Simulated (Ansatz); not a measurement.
Geometry optimisation, Ansatz, RKS PBE0-D4/def2-SVP.

input.yaml

```yaml
crystal:
  periodic: [false, false, false]
  atoms:
    - { symbol: Si, position_ang: [-1.0298, 1.2083, -0.303] }
    - { symbol: Si, position_ang: [-0.0703, -0.5247, 0.584] }
    - { symbol: S, position_ang: [1.1139, 0.114, 2.2234] }
    - { symbol: As, position_ang: [1.3493, -1.5232, -1.0184] }
    - { symbol: H, position_ang: [-1.9031, 0.8108, -1.4676] }
    - { symbol: H, position_ang: [-1.9267, 1.9138, 0.6971] }
    - { symbol: H, position_ang: [-0.0332, 2.2063, -0.7805] }
    - { symbol: H, position_ang: [-1.0404, -1.4617, 1.0485] }
    - { symbol: H, position_ang: [1.5817, -1.1861, 2.5317] }
    - { symbol: H, position_ang: [1.8893, -0.16, -1.4235] }
    - { symbol: H, position_ang: [0.1346, -1.4545, -2.0711] }
basis:
  gaussian: { orbitals: def2-SVP }
hamiltonian:
  xc: pbe0
  dispersion: d4
relax:
  f_tol: 0.015
  max_steps: 40
```

Launched with:

```bash
$ ansatz run input.yaml --threads 2 --pin off --max-ram 3072MiB --backend cpu --events-out ev --progress --plain --runs-dir out
```

Question: Where does it end, and by what steps?

Answer: It converged. After 6 steps the energy has fallen by 0.391 eV; H11 moved furthest, 0.25 Å.

```
step  energy less start (eV)  largest force component (eV/Å)  accepted
   0                  0.0000                           2.218       yes
   1                 -0.3380                           0.624       yes
   2                 -0.3797                           0.135       yes
   3                 -0.3884                           0.073       yes
   4                 -0.3895                           0.075       yes
   5                 -0.3888                           0.101        no
   6                 -0.3905                           0.010       yes
```

```xyz
11
Properties=species:S:1:pos:R:3
Si -1.109 1.341 -0.281
Si -0.058 -0.569 0.572
S 1.108 0.100 2.259
As 1.385 -1.586 -1.020
H -1.948 0.940 -1.453
H -1.976 2.007 0.738
H -0.057 2.300 -0.739
H -1.064 -1.598 0.986
H 1.627 -1.115 2.546
H 1.874 -0.227 -1.512
H 0.283 -1.650 -2.076
```

Whether the end is a true minimum wasn't checked by a vibrational analysis.

Time of the run: 32 s on 2 threads of Arm Neoverse V1 (shared host), peak memory 0.32 GiB.
